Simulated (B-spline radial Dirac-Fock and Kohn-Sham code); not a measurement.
# K-line shifts caused by a second vacancy in Xe⁺

System: Xe⁺, [Kr] 4d10 5s2 5p5.

Calculated with a B-spline atomic structure program, using relaxed Dirac-Fock hole states (ΔSCF) with Breit and QED corrections and a finite nucleus. Each two-hole energy is an average over J within one jj subconfiguration, not an observable level; in light atoms, where LS coupling holds, the j-resolved values are not observed lines, and for a K spectator the Kα1 hypersatellite is nearly forbidden. Electron correlation is not included.

Lines without a spectator: Kα2 (K-L2) 29456.0 eV, Kα1 (K-L3) 29776.4 eV, Kβ3 (K-M2) 33558.2 eV, Kβ1 (K-M3) 33620.3 eV. Shifts in eV with one spectator hole (a dash: not computed, or left out as unreliable):

```csv
spectator hole,Kα2,Kα1,Kβ3,Kβ1
K (1s),+635.0,+659.0,+812.5,+817.7
L2 (2p1/2),+71.7,+91.4,–,+190.4
L3 (2p3/2),+67.4,+68.5,+164.5,–
M2 (3p1/2),–,+11.07,+24.46,+29.59
M3 (3p3/2),+7.72,–,+24.38,+23.93
M4 (3d3/2),+1.52,-1.41,–,–
M5 (3d5/2),-2.03,+0.20,–,–
```
